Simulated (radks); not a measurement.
Task: Excited configurations of Te I: one electron is placed in a higher orbital outside [Kr] 4d10 5s2 5p3. The ground configuration is [Kr] 4d10 5s2 5p4. Calculated with a radial shooting solver on a logarithmic mesh with Libxc functionals: scalar-relativistic Kohn-Sham, PBE, spin-polarised, spherical densities, finite nucleus; open shells are filled with parallel spins first (spin-orbit coupling, left out, can overturn this in heavy ions); Fermi nuclear charge, rms radius 4.7423 fm. Excitation = E - E(ground); binding = E(ion) - E, where the ion is the core of charge +1; n* = 1/sqrt(2 binding) in atomic units, and the quantum defect is n - n*.

outer orbital  excitation (eV)  binding (eV)     n*  quantum defect  eigenvalue (eV)  <r> (bohr)
4f                       7.675         0.971  3.742           0.258           -0.476       16.46
5d                       6.384         2.263  2.452           2.548           -0.676       6.693
7s                       6.889         1.757  2.782           4.218           -1.102       12.86
7p                       7.299         1.348  3.177           3.823           -0.825       16.08

Estimate the row for 6d.

Result: excitation (eV) 7.310; binding (eV) 1.337; n* 3.191; quantum defect 2.809; eigenvalue (eV) -0.742; <r> (bohr) 14.02. The Delta-SCF ionisation energy is 8.646 eV (NIST Atomic Spectra Database: 9.010 eV, measured). Self-interaction in the functional shifts the binding energies and quantum defects, so they are the method's values and not measured ones. Open shells are spherical and high-spin; term and fine-structure splittings are not resolved. Spin-orbit splitting is averaged out at the scalar-relativistic level.
